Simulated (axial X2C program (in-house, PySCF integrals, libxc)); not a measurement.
## What spin–orbit coupling does to ZrO⁻

All values were computed with an in-house relativistic program for diatomic molecules. Spin-free means the one-electron spin-free X2C Hamiltonian; two-component (2c) means X2C with spin–orbit coupling and atomic mean-field two-electron Coulomb and Gaunt terms, so the difference of the two also holds small scalar two-electron terms. Basis: Zr dyall-acv3z [12s13p10d6f3g], O dyall-av3z [7s6p3d2f] (cores contracted in-house); Gaussian nuclei, density fitting, unrestricted open shells. Masses: Zr 89.905 u, O 15.995 u.

Spin-free state: M_S = 1/2, Λ = 2 (beyond evenly filled blocks: δ+α); fragments Zr + O-.

```csv
level,Re (Å),ωe (cm⁻¹),De (eV),μ (D)
B97-3,1.743,916.3,7.416,0.71
```

Dipoles are positive if O is the positive end and refer to the centre of mass.

Question: Within this multiplet, which Ω should lie lowest by the rule for regular and inverted multiplets?

Answer: The open δ shell holds one electron, so the multiplet is regular: Ω = Λ − 1/2 = 3/2. The PBE0 2c search agrees, though Ω = 5/2 of the search lies only 0.08 eV higher.

Two-component determinant lowest at the distance of the search:

Ω = 3/2 (⟨Sz⟩ = -0.50, ⟨Lz⟩ = 2.00 at B97-3); fragments Zr + O-.

```csv
level,Re (Å),ωe (cm⁻¹),μ (D)
B97-3,1.743,916.1,0.72
```

Question: From the two tables, how do the constants change at the B97-3 level (2c against spin-free)?

Answer: At the B97-3 level Re is unchanged within 0.001 Å and ωe stays the same within 0.2 cm⁻¹.

The state is one determinant whose occupation by symmetry is held fixed; it was picked as the lowest of a PBE0 search that is not exhaustive. De is counted from the lowest determinant-based energies of the atoms at the same level, without counterpoise correction. De is not given where an atomic determinant may have missed its ground term or J level, or where the truncated virtual space spoils (T). Density functionals use the spin component along the axis (collinear). Without a current term, density functionals place determinants with orbital angular momentum somewhat too high. The highest occupied level of some functionals is positive through self-interaction error; at Hartree–Fock it is bound.
